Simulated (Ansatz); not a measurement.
C4H7AlO3, SMILES `[CH3][Al-]1([OH])[O]C=CC=[O+]1`. Total charge 0; spin multiplicity 1. All single points use the PBE0-D4/def2-TZVP geometry. It is one conformer, not always the lowest.

```xyz
15

C     2.251    0.407    0.895
Al    0.509   -0.427    0.662
O    -0.005   -1.778    1.572
O     0.187   -0.846   -1.104
C    -0.823   -0.490   -1.777
C    -1.814    0.387   -1.352
C    -1.756    0.991   -0.103
O    -0.855    0.808    0.765
H     2.395    1.251    0.213
H     2.385    0.788    1.912
H     3.067   -0.299    0.709
H     0.533   -2.200    2.237
H    -0.897   -0.913   -2.785
H    -2.633    0.621   -2.016
H    -2.544    1.701    0.171
```

(1) What is the dipole moment at ωB97M-V/def2-TZVPP? (Estimate.)

(2) And with PBE, r2SCAN, B3LYP? (Best estimate.)

(3) Give the Mulliken charges with ωB97M-V, B3LYP, r2SCAN in def2-TZVPP. (Best estimate.)

Answers

(1) The calculation gave: 3.00 D, with components (-1.76, 1.24, -2.09) D in this frame, pointing from negative to positive charge.

(2) Computed: PBE 2.66 D, r2SCAN 2.82 D, B3LYP 2.97 D.

(3) Ansatz gave: 
| atom | ωB97M-V | B3LYP | r2SCAN |
| --- | --- | --- | --- |
| C1 | -0.55 | -0.47 | -0.40 |
| Al2 | 0.55 | 0.57 | 0.55 |
| O3 | -0.41 | -0.43 | -0.45 |
| O4 | -0.28 | -0.27 | -0.29 |
| C5 | 0.18 | 0.16 | 0.25 |
| C6 | -0.20 | -0.18 | -0.21 |
| C7 | 0.18 | 0.16 | 0.25 |
| O8 | -0.28 | -0.27 | -0.29 |
| H9 | 0.10 | 0.08 | 0.06 |
| H10 | 0.10 | 0.08 | 0.06 |
| H11 | 0.10 | 0.08 | 0.06 |
| H12 | 0.14 | 0.16 | 0.17 |
| H13 | 0.11 | 0.11 | 0.08 |
| H14 | 0.11 | 0.12 | 0.09 |
| H15 | 0.11 | 0.11 | 0.08 |

B3LYP here is the variant with VWN-RPA as its local correlation; programs differ in this.
